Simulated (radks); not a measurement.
Q: Species: the nitrogen ion N+. Configuration: [He] 2s2 2p2. Calculated with a radial shooting solver on a logarithmic mesh with Libxc functionals: non-relativistic Kohn-Sham, XLYP, spin-polarised, spherical densities, point nucleus; open shells are filled with parallel spins first. Some entries of the table are withheld. Estimate them.

orbital  occ.  eigenvalue (eV)  <r^2> (bohr^2)
1s up       1        -402.3845         0.07163
1s down     1        -401.1930         0.07120
2s up       1              (1)             (2)
2s down     1              (3)             (4)
2p up       2         -21.9600           1.977
2p down     0         -18.5938           2.265

A: 
(1) 2s up eigenvalue (eV): -33.6099
(2) 2s up <r^2> (bohr^2): 1.819
(3) 2s down eigenvalue (eV): -30.1177
(4) 2s down <r^2> (bohr^2): 1.949
